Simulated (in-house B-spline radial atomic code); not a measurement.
## Two electrons outside the [Ar] 3d10 4s2 core: Cd XVII (Cd16+)

Computed with a B-spline radial code for spherical atoms: configuration interaction (CI) of the two valence electrons in the field of the frozen Dirac-Fock core, alone and with many-body perturbation theory for the core (screened one- and two-electron correlation potentials), Breit and QED terms; no-pair Dirac Hamiltonian, finite nucleus. Labels give the configuration (outer n counted up each series) and the leading LS term, or the jj pair where no LS term holds 70 %.

The outer s² shell of this core is soft: its mixing with p² is only treated to second order, so levels can be several per cent off.

Excitation energies (cm⁻¹):

```
         level  purity of the LS term  CI alone  CI + MBPT + Breit + QED
       4p2 3P0                  0.832         0                        0
       4p2 3P1                  0.999         ?                        ?
4p2 (1/2,3/2)2             0.515 (3P)     67285                    64581
4p2 (3/2,3/2)2             0.515 (1D)    131286                   127572
       4p2 1S0                  0.831         ?                        ?
```

Task: Where does 4p2 3P1 lie?

Result: 51459 cm⁻¹ in CI alone and 50567 cm⁻¹ with all corrections.

Task: Where does 4p2 1S0 lie?

Result: 168335 cm⁻¹ in CI alone and 167916 cm⁻¹ with all corrections.

Task: What is the first ionisation energy?

Result: 421.59 eV to the 4p1/2 state of the next ion (420.37 eV from CI alone). NIST lists 421 ± 3 eV (tabulated theory).
